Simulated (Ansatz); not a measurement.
H3NS2Sn, SMILES `[NH2][SnH]1[S][S]1`. Charge 0, multiplicity 1. Sn takes the def2 core potential.

```xyz
7

N    -0.238   -0.192    1.441
Sn   -0.122   -0.341   -0.552
S    -0.822    1.570   -1.743
S     1.305    1.104   -1.784
H     0.237   -0.932    1.942
H     0.094    0.700    1.786
H    -0.453   -1.909   -1.090
```

Problem. List the harmonic frequencies (cm⁻¹, unscaled) at PBE0-D4/def2-TZVP in Ansatz. (Estimate.)

Solution. Computed: 115, 132, 192, 330, 342, 447, 493, 520, 554, 659, 870, 1559, 1993, 3544, 3646.

Problem. Is this a minimum?

Solution. Yes, all 15 modes are real.

Problem. Give the ideal-gas thermochemistry at 298.15 K and 1 bar (rigid rotor, harmonic oscillator; point group C1, symmetry number 1).

Solution. Zero-point energy 92.1 kJ/mol; H(298) − E = 112.0 kJ/mol; entropy 348.8 J/(mol·K), of which translation 174.9, rotation 115.7, vibration 58.2; G(298) − E = 8.0 kJ/mol.

Problem. And at 400, 500, 600, 800 and 1000 K?

Solution. 
```
T (K)  H − E (kJ/mol)  S (J/mol/K)  G − E (kJ/mol)
  400           122.5        379.2           -29.1
  500           133.7        404.1           -68.3
  600           145.5        425.6          -109.9
  800           170.4        461.4          -198.7
 1000           196.7        490.7          -294.0
```
